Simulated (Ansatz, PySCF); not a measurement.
Reaction (SMILES): C[C@H](Cl)CCCl → C[C](Cl)CCCl + H atom (the C-H bond at the site shown breaks; other sites are not compared here)
Each molecule is optimised on its own at B3LYP-D3(BJ)/def2-TZVP (Ansatz, a program for electronic structure), one conformer each, not searched for the lowest. Frequencies are from PySCF.

Wanted: bond dissociation energy (enthalpy at 298 K, with B3LYP-D3(BJ) rigid-rotor harmonic-oscillator terms), in kcal/mol. Correlated levels leave the core frozen unless marked. Open shells are spin-unrestricted. No spin-orbit coupling. No relativistic terms. CBS marks a two-point X^-3 extrapolation of the correlation energy; Hartree-Fock from the larger set.

```json
[
 {"level": "SVWN5/def2-TZVPD", "program": "Ansatz", "bond dissociation energy (kcal/mol)": "(withheld)"},
 {"level": "PBE-D4/def2-TZVPD", "program": "Ansatz + dftd4", "bond dissociation energy (kcal/mol)": "90.1"},
 {"level": "B97M-V/def2-TZVPD", "program": "Ansatz", "bond dissociation energy (kcal/mol)": "93.2"},
 {"level": "B3LYP-D3(BJ)/def2-TZVPD", "program": "Ansatz + dftd3", "bond dissociation energy (kcal/mol)": "93.2"},
 {"level": "r2SCANh-D4/def2-TZVPD", "program": "Ansatz + dftd4", "bond dissociation energy (kcal/mol)": "89.9"},
 {"level": "r2SCAN0-D4/def2-TZVPD", "program": "Ansatz + dftd4", "bond dissociation energy (kcal/mol)": "90.2"},
 {"level": "r2SCAN0/def2-TZVPD", "program": "Ansatz", "bond dissociation energy (kcal/mol)": "90.1"},
 {"level": "CAM-B3LYP-D4/def2-TZVPD", "program": "Ansatz + dftd4", "bond dissociation energy (kcal/mol)": "93.7"},
 {"level": "wB97M-V/def2-TZVPD", "program": "Ansatz", "bond dissociation energy (kcal/mol)": "(withheld)"},
 {"level": "B2GP-PLYP-D4/def2-TZVPD", "program": "Ansatz + dftd4", "bond dissociation energy (kcal/mol)": "93.9"},
 {"level": "B2PLYP-D3(BJ)/def2-TZVPD", "program": "Ansatz + dftd3", "bond dissociation energy (kcal/mol)": "93.7"},
 {"level": "RPA@PBE/cc-pV(T+d)Z", "program": "Ansatz", "bond dissociation energy (kcal/mol)": "(withheld)"},
 {"level": "SCS-MP2/cc-pV(Q+d)Z", "program": "Ansatz", "bond dissociation energy (kcal/mol)": "99.5"},
 {"level": "CCSD/cc-pV(D+d)Z", "program": "Ansatz", "bond dissociation energy (kcal/mol)": "92.1"},
 {"level": "CCSD/cc-pV(Q+d)Z", "program": "Ansatz", "bond dissociation energy (kcal/mol)": "95.9"},
 {"level": "CCSD(T)/CBS(cc-pV(T+d)Z,cc-pV(Q+d)Z)", "program": "Ansatz", "bond dissociation energy (kcal/mol)": "97.1"}
]
```

Question: Some entries are withheld; supply them.

Answer: 
- SVWN5/def2-TZVPD, bond dissociation energy (kcal/mol): 100.7
- wB97M-V/def2-TZVPD, bond dissociation energy (kcal/mol): 95.8
- RPA@PBE/cc-pV(T+d)Z, bond dissociation energy (kcal/mol): 95.6
